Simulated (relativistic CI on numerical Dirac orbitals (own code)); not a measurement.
Radial parameters of Ho7+

Method of calculation: Dirac-Coulomb-Breit CI, separate exchange-only KLI orbitals for each configuration, QED by a radiative potential, unscaled Slater integrals (own radial code, finite nucleus).

Slater integrals F^k, G^k are unscaled and averaged over j, outside the closed core [Kr] 4d10; ζ comes from projecting the Hamiltonian with its Breit term on Σ l·s of the shell.

- 4f9.5s2.5p3: F^2(4f,4f) = 136940, F^4(4f,4f) = 86430, F^6(4f,4f) = 62325, ζ(4f) = 2254, F^2(5p,5p) = 81359, F^2(4f,5p) = 62261, G^2(4f,5p) = 28931, G^4(4f,5p) = 23394, ζ(5p) = 36666 cm⁻¹; <r>(4f) = 0.7125, <r^2>(4f) = 0.6254, <r>(5p) = 1.32, <r^2>(5p) = 1.95 (bohr units).
- 4f11.5s.5p2: F^2(4f,4f) = 128890, F^4(4f,4f) = 80980, F^6(4f,4f) = 58286, ζ(4f) = 2016.5, G^3(4f,5s) = 35297, F^2(5p,5p) = 79949, F^2(4f,5p) = 62095, G^2(4f,5p) = 30857, G^4(4f,5p) = 24504, G^1(5s,5p) = 104620, ζ(5p) = 33955 cm⁻¹; <r>(4f) = 0.7492, <r^2>(4f) = 0.6989, <r>(5s) = 1.2, <r^2>(5s) = 1.607, <r>(5p) = 1.344, <r^2>(5p) = 2.022 (bohr units).

Averages of the first 2 configurations, taken without configuration mixing, which lowers the lowest level and can move excited configurations by several eV; other configurations of the list can lie among them:

```json
{"Configuration": "4f9.5s2.5p3", "Parity": "even", "States": "40040", "Average energy above the lowest level (eV)": "19.1"}
{"Configuration": "4f11.5s.5p2", "Parity": "odd", "States": "10920", "Average energy above the lowest level (eV)": "75.3"}
```
